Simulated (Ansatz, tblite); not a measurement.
Isomers of Cu3S2 (doublet), found by a short tight-binding search and relaxed with r2SCAN-D4/def2-SVP in Ansatz.

The xTB rows come from tblite.

Run but left out: HF/STO-3G, HF/def2-SVP, HF/def2-TZVP, MP2/def2-SVP, MP2/def2-TZVP, CCSD/def2-SVP, CCSD(T)/def2-SVP (A: ⟨S²⟩ 1.77 to 4.71, where a pure state has 0.75).

Other spin states weren't relaxed.

A:

| atom | x (Å) | y (Å) | z (Å) |
| --- | --- | --- | --- |
| Cu1 | -0.5001 | -1.6358 | -0.2054 |
| Cu2 | 1.6050 | -0.4697 | 0.4127 |
| Cu3 | -0.4113 | 0.7835 | -0.0769 |
| S4 | 1.4728 | 1.6665 | 0.4454 |
| S5 | -2.1664 | -0.3445 | -0.5758 |

B:

Cartesian coordinates in Å:
```
Cu 0.4415 1.2210 0.5142
Cu -0.8157 -0.0263 -1.1331
Cu 0.3743 -1.1945 0.6191
S 1.4387 -0.0851 -1.0338
S -1.4387 0.0849 1.0338
```

**Question.** Estimate their order by electronic energy at PBE0-D4/def2-TZVP, counted from the lowest.

**Answer.** B (0.0) < A (31.1), in kcal/mol.

**Question.** Do the other levels pick the same lowest one?

**Answer.** All that were run do. Energies above each level's lowest (kcal/mol):

```csv
level,A,B
GFN1-xTB,25.1,0.0
GFN2-xTB,5.8,0.0
LDA (SPW92)/def2-TZVP,25.2,0.0
PBE-D4/def2-SVP,23.3,0.0
PBE-D4/def2-TZVP,21.6,0.0
r2SCAN-D4/def2-TZVP,24.5,0.0
B97M-V/def2-TZVP,26.7,0.0
PBE0-D4/def2-SVP,33.1,0.0
PBE0-D4/def2-TZVP,31.1,0.0
BHLYP-D4/def2-TZVP,34.5,0.0
```
Point groups (tolerance 0.1 Å): A C2v, B D3h. Lower isomers may exist. From def2-SVP to def2-TZVP the PBE0 values move by up to 2.1 kcal/mol, so results in the small set are rough.
